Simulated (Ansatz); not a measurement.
Species: [Nb(F)5] (charge 0, multiplicity 1).

**Question.** Give a relaxed geometry from Ansatz (a quantum-chemistry and plane-wave program) with r2SCAN-D4/def2-SVP.

**Answer.** the end point of this relaxation.
Cartesian coordinates (Å) in one orientation:
```xyz
6

Nb     0.000     0.000     0.000
F      0.877    -1.545     0.480
F     -1.131     0.003    -1.452
F      1.430     0.465    -1.114
F     -1.430    -0.466     1.114
F      0.254     1.543     0.971
```
